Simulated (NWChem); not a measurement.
System: C₃H₄Cl₂Si; SMILES C#C[Si](Cl)(C)Cl

The following NWChem deck was run.

```
start job
memory heap 200 mb stack 900 mb global 1100 mb
geometry units angstroms noautosym nocenter noautoz
  C      0.001320     2.933129     0.502803
  C      0.000738     1.753099     0.206968
  Si    -0.000300    -0.003731    -0.283149
  C     -0.001105    -0.217322    -2.122602
  Cl    -1.670736    -0.898571     0.531138
  Cl     1.669763    -0.900312     0.529951
  H      0.001821     3.975388     0.770665
  H      0.894363     0.252589    -2.556938
  H     -0.003228    -1.285844    -2.384143
  H     -0.894997     0.256007    -2.556483
end
basis spherical
  * library 6-31g*
end
dft
  xc b3lyp
  iterations 150
end
property
  shielding 8 1 2 3 4 5 7 8 9
end
task dft property
```

NWChem printed, in part:

```
             Northwest Computational Chemistry Package (NWChem) 7.3.0
             --------------------------------------------------------

                             Geometry "geometry" -> ""
                             -------------------------

 Output coordinates in angstroms (scale by  1.889725989 to convert to a.u.)

  No.       Tag          Charge          X              Y              Z
 ---- ---------------- ---------- -------------- -------------- --------------
    1 C                    6.0000     0.00132000     2.93312900     0.50280300
    2 C                    6.0000     0.00073800     1.75309900     0.20696800
    3 Si                  14.0000    -0.00030000    -0.00373100    -0.28314900
    4 C                    6.0000    -0.00110500    -0.21732200    -2.12260200
    5 Cl                  17.0000    -1.67073600    -0.89857100     0.53113800
    6 Cl                  17.0000     1.66976300    -0.90031200     0.52995100
    7 H                    1.0000     0.00182100     3.97538800     0.77066500
    8 H                    1.0000     0.89436300     0.25258900    -2.55693800
    9 H                    1.0000    -0.00322800    -1.28584400    -2.38414300
   10 H                    1.0000    -0.89499700     0.25600700    -2.55648300

 Effective nuclear repulsion energy (a.u.)     400.1259269049

                              NWChem Property Module
                              ----------------------

  itol2e modified to match energy
  convergence criterion.

                                 NWChem DFT Module
                                 -----------------

 Summary of "ao basis" -> "ao basis" (spherical)
 ------------------------------------------------------------------------------
       Tag                 Description            Shells   Functions and Types
 ---------------- ------------------------------  ------  ---------------------
 C                           6-31g*                  6       14   3s2p1d
 Si                          6-31g*                  8       18   4s3p1d
 Cl                          6-31g*                  8       18   4s3p1d
 H                           6-31g*                  2        2   2s

  itol2e modified to match energy
  convergence criterion.

            General Information
            -------------------
          SCF calculation type: DFT
          Wavefunction type:  closed shell.
          No. of atoms     :    10
          No. of electrons :    70
           Alpha electrons :    35
            Beta electrons :    35
          Charge           :     0
          Spin multiplicity:     1
          Use of symmetry is: off; symmetry adaption is: off
          Maximum number of iterations: 150
          AO basis - number of functions:   104
                     number of shells:    50
          Convergence on energy requested:  1.00D-07
          Convergence on density requested:  1.00D-05
          Convergence on gradient requested:  5.00D-04

              XC Information
              --------------
                         B3LYP Method XC Potential
                     Hartree-Fock (Exact) Exchange  0.200
                        Slater Exchange Functional  0.800 local
                    Becke 1988 Exchange Functional  0.720 non-local
              Lee-Yang-Parr Correlation Functional  0.810
                  VWN I RPA Correlation Functional  0.190 local

[...]

          -----------------------------------------
          Chemical Shielding Tensors (GIAO, in ppm)
          -----------------------------------------

                                NWChem CPHF Module
                                ------------------

  scftype          =     RHF
  nclosed          =       35
  nopen            =        0
  variables        =     2415
  # of vectors     =        3
  tolerance        = 0.10D-03
  level shift      = 0.00D+00
  max iterations   =       50
  max subspace     =       30

 SCF residual:    1.8071950269814762E-005

Iterative solution of linear equations
  No. of variables     2415
  No. of equations        3
  Maximum subspace       30
        Iterations       50
       Convergence  1.0D-04

   iter   nsub   residual    time
   ----  ------  --------  ---------
     1      3    3.21D-01      52.1
     2      6    1.22D-02      56.5
     3      9    2.12D-03      61.0
     4     12    8.93D-05      65.4

      Atom:    1  C
        Diamagnetic
    263.0384      0.0098      0.0028
      0.0098    280.5793      5.4219
      0.0028      5.4219    264.4765

        Paramagnetic
   -232.5366      0.0916      0.0208
      0.0916    -53.5768     42.2727
      0.0208     42.2727   -219.4801

        Total Shielding Tensor
     30.5019      0.1014      0.0236
      0.1014    227.0025     47.6946
      0.0236     47.6946     44.9963

           isotropic =     100.8336
          anisotropy =     206.8649

          Principal Components and Axis System
                 1           2           3
              238.7435     33.2554     30.5018

      1         0.0005     -0.0005      1.0000
      2         0.9710     -0.2390     -0.0006
      3         0.2390      0.9710      0.0003

      Atom:    2  C
        Diamagnetic
    237.4730      0.0264      0.0070
      0.0264    285.6952     13.2935
      0.0070     13.2935    240.6103

        Paramagnetic
   -205.6288      0.0934      0.0246
      0.0934     -9.6233     49.7816
      0.0246     49.7816   -197.3516

        Total Shielding Tensor
     31.8443      0.1198      0.0316
      0.1198    276.0719     63.0751
      0.0316     63.0751     43.2587

           isotropic =     117.0583
          anisotropy =     262.5060

          Principal Components and Axis System
                 1           2           3
              292.0623     31.8442     27.2683

      1         0.0005      1.0000     -0.0003
      2         0.9693     -0.0005     -0.2457
      3         0.2457      0.0001      0.9693

      Atom:    3  Si
        Diamagnetic
    890.1540     -0.0050     -0.0034
     -0.0050    882.5350     -2.6311
     -0.0034     -2.6311    884.3182

        Paramagnetic
   -489.7338     -0.0243      0.0069
     -0.0243   -523.2504    -12.6439
      0.0069    -12.6439   -459.3166

        Total Shielding Tensor
    400.4202     -0.0294      0.0035
     -0.0294    359.2846    -15.2750
      0.0035    -15.2750    425.0016

           isotropic =     394.9021
          anisotropy =      50.2146

          Principal Components and Axis System
                 1           2           3
              428.3785    400.4203    355.9076

      1         0.0003      1.0000      0.0006
      2        -0.2159     -0.0005      0.9764
      3         0.9764     -0.0005      0.2159

      Atom:    4  C
        Diamagnetic
    247.9470     -0.0002      0.0068
     -0.0002    247.3767      1.1198
      0.0068      1.1198    263.8457

        Paramagnetic
    -70.6342     -0.0010     -0.0035
     -0.0010    -75.2732     -0.7209
     -0.0035     -0.7209    -68.1096

        Total Shielding Tensor
    177.3127     -0.0012      0.0034
     -0.0012    172.1034      0.3990
      0.0034      0.3990    195.7360

           isotropic =     181.7174
          anisotropy =      21.0381

          Principal Components and Axis System
                 1           2           3
              195.7428    177.3127    172.0967

      1         0.0002      1.0000      0.0002
      2         0.0169     -0.0002      0.9999
      3         0.9999     -0.0002     -0.0169

      Atom:    5  Cl
        Diamagnetic
   1153.1181      3.7555     -3.6975
      3.7555   1146.4272     -1.8294
     -3.6975     -1.8294   1146.2860

        Paramagnetic
   -189.9597     38.1120    -44.2929
     38.1120   -313.2716    -64.4649
    -44.2929    -64.4649   -347.9230

        Total Shielding Tensor
    963.1584     41.8675    -47.9904
     41.8675    833.1556    -66.2943
    -47.9904    -66.2943    798.3630

           isotropic =     864.8923
          anisotropy =     199.7630

          Principal Components and Axis System
                 1           2           3
              998.0676    850.2079    746.4014

      1         0.8758     -0.4783      0.0658
      2         0.3542      0.7291      0.5856
      3        -0.3280     -0.4896      0.8079

      Atom:    6  H
        Diamagnetic
     22.9375      0.0087      0.0022
      0.0087     40.3518      4.5797
      0.0022      4.5797     24.0677

        Paramagnetic
      2.2807     -0.0023     -0.0006
     -0.0023     -2.8062     -1.5533
     -0.0006     -1.5533      1.9271

        Total Shielding Tensor
     25.2183      0.0064      0.0016
      0.0064     37.5456      3.0264
      0.0016      3.0264     25.9948

           isotropic =      29.5862
          anisotropy =      13.0564

          Principal Components and Axis System
                 1           2           3
               38.2905     25.2499     25.2183

      1         0.0005      0.0008      1.0000
      2         0.9710     -0.2390     -0.0003
      3         0.2390      0.9710     -0.0009

      Atom:    7  H
        Diamagnetic
     31.8261      4.7070     -6.7130
      4.7070     24.6880     -3.3008
     -6.7130     -3.3008     32.8955

        Paramagnetic
      1.0100     -2.1809      3.0461
     -2.1809      4.3517      1.4802
      3.0461      1.4802      0.2482

[...]
```

Level: B3LYP/6-31G* (spherical d), GIAO. Coordinates come from a PBE0/def2-SVP optimisation. B3LYP is NWChem's, with the RPA form of VWN correlation. The output numbers the shielded atoms by their place in the input's list. The printed shielding anisotropy is the first printed principal value minus the mean of the other two.
